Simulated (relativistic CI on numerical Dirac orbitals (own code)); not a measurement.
# Mn⁵⁺: resonant inelastic scattering at the M2,3 edge

Computed with this model: Dirac-Coulomb-Breit CI, KLI orbitals optimised for each configuration, QED by a radiative potential, valence Slater integrals scaled by 0.9, Kramers-Heisenberg scattering through one core-hole configuration in a parametric crystal field; configurations [Ar] 3d2 → [Ne] 3s2 3p5 3d3; 300 K; core-hole width 0.8 eV; summed over polarisations. Incident energies are the highest absorption maxima for each field (at most a few, so the weaker spin-orbit partner edge can be absent), on the computed scale of the free ion. Intensities are in per cent of the strongest line above 0.02 eV; levels within 1 cm⁻¹ are merged; final levels count from the ground level, the first row holds all elastic scattering, lines under 0.4 are left out and each table stops after 24 rows. The scale of the Slater integrals is a model choice and moves the terms in proportion.

Field parameters in Wybourne normalisation: D4h B²₀ = −7Ds, B⁴₀ = 21(Dq − Dt), B⁴₄ = 21√(5/14) Dq. The field is a parameter set, without covalency.

S is read from ⟨S²⟩ = S(S + 1).

D4h, 10Dq = 31800, Ds = -1500, Dt = -140 cm⁻¹:

| Final level (eV) | Degeneracy | Irrep | S | 61.6 eV | 62.9 eV | 68.5 eV |
| --- | --- | --- | --- | --- | --- | --- |
| 0.000 | 1 | B1 | 1.00 | 123.6 | 39.7 | 331.1 |
| 0.002 | 1 | B2 | 1.00 | 3.3 | 4.9 | 18.1 |
| 0.036 | 2 | E | 1.00 | 3.7 | 0.6 | 19.3 |
| 0.069 | 1 | A1 | 1.00 | 14.0 | 6.6 | 27.5 |
| 0.077 | 1 | A2 | 1.00 | 12.5 | 6.0 | 26.3 |
| 0.466 | 2 | E | 1.00 | 16.5 | 20.4 | 75.5 |
| 0.468 | 1 | A1 | 1.00 | 4.1 | 4.9 | 18.3 |
| 2.081 | 1 | A1 | 0.00 | 0.1 | 0.4 | 1.0 |
| 2.257 | 2 | E | 0.01 | 0.5 | 0.5 | 2.8 |
| 2.721 | 1 | B2 | 0.01 | 0.5 | 0.2 | 3.1 |
| 2.765 | 1 | B1 | 0.00 | 0.2 | 0.2 | 0.5 |
| 3.797 | 1 | B1 | 1.00 | 12.9 | 8.9 | 20.8 |
| 3.801 | 1 | B2 | 1.00 | 12.6 | 8.8 | 17.6 |
| 3.816 | 2 | E | 1.00 | 7.5 | 6.5 | 16.3 |
| 3.831 | 1 | A2 | 1.00 | 3.6 | 4.7 | 2.5 |
| 3.832 | 1 | A1 | 1.00 | 4.1 | 4.4 | 2.4 |
| 4.018 | 2 | E | 1.00 | 14.4 | 10.1 | 52.2 |
| 4.018 | 1 | B1 | 1.00 | 4.7 | 2.4 | 14.7 |
| 5.282 | 2 | E | 1.00 | 1.8 | 0.9 | 10.5 |
| 5.285 | 1 | A1 | 0.99 | 0.5 | 0.3 | 2.5 |
| 6.276 | 1 | A2 | 0.03 | 0.1 | 0.2 | 0.6 |
| 6.278 | 2 | E | 0.08 | 0.4 | 0.2 | 0.5 |
| 6.356 | 1 | A1 | 1.00 | 0.9 | 0.4 | 16.7 |
| 6.357 | 1 | A2 | 0.99 | 0.9 | 0.3 | 17.1 |

D4h, 10Dq = 31800, Ds = -860, Dt = -140 cm⁻¹:

```
Final level (eV)  Degeneracy  Irrep     S  61.6 eV  68.4 eV  73.6 eV
           0.000           1     B1  1.00     91.2    279.5     21.5
           0.002           1     B2  1.00      2.7     17.9      1.0
           0.033           2      E  1.00      3.4     18.8      0.2
           0.061           1     A1  1.00     10.0     30.7      4.4
           0.077           1     A2  1.00      8.6     27.5      4.6
           0.254           2      E  1.00     15.1     49.1      5.4
           0.261           1     A1  1.00      4.0     15.5      1.6
           2.209           1     A1  0.00      0.1      0.5      0.0
           2.261           2      E  0.01      0.4      1.9      0.3
           2.492           1     B2  0.01      0.4      2.3      0.2
           3.753           1     B1  1.00      8.9     17.5      4.9
           3.756           1     B2  1.00      8.5     16.0      5.2
           3.770           2      E  1.00      6.1     17.1      5.0
           3.786           1     A2  1.00      3.0      3.7      4.6
           3.786           1     A1  1.00      3.3      3.4      4.3
           3.944           2      E  1.00     10.7     43.4     15.8
           3.944           1     B1  1.00      4.0     11.3      4.5
           5.507           2      E  1.00      1.4     11.7     19.7
           5.508           1     A1  1.00      0.4      3.4      4.5
           6.100           1     A2  1.00      0.7     11.7     15.2
           6.101           1     A1  1.00      0.6     11.1     15.9
           6.118           2      E  0.98      0.8     16.2     17.0
           6.139           1     B2  0.99      0.4     16.5     16.1
           6.144           1     B1  1.00      0.3     17.8     17.5
```

D4h, 10Dq = 31800, Ds = -210, Dt = -140 cm⁻¹:

```csv
Final level (eV),Degeneracy,Irrep,S,61.8 eV,68.3 eV
0.000,1,A1,1.00,137.5,504.3
0.004,2,E,1.00,12.5,50.1
0.008,1,B1,1.00,7.9,39.4
0.010,1,B2,1.00,9.4,36.9
0.078,2,E,1.00,28.5,79.5
0.084,1,A2,1.00,15.9,33.7
0.116,1,A1,1.00,15.8,38.3
2.267,1,B2,0.01,0.4,1.8
2.273,2,E,0.01,0.9,3.6
2.306,1,B1,0.00,0.5,0.4
2.317,1,A1,0.00,0.6,0.5
3.703,1,B1,1.00,8.0,32.1
3.707,1,B2,1.00,7.9,39.6
3.720,2,E,1.00,16.3,65.0
3.735,1,A2,1.00,7.5,16.5
3.736,1,A1,1.00,7.4,11.7
3.877,2,E,1.00,13.0,44.1
3.878,1,B1,1.00,6.7,16.4
5.743,1,A1,1.00,1.4,15.0
5.745,2,E,1.00,2.8,25.9
5.862,1,A2,1.00,0.9,16.3
5.868,1,A1,1.00,1.2,19.3
5.883,2,E,1.00,2.6,38.5
5.900,1,B2,1.00,1.4,19.8
```

For the first field the strongest loss at the lowest incident energy is the level at 0.47 eV (S = 1.00, against 1.00 in the thermal ground state).
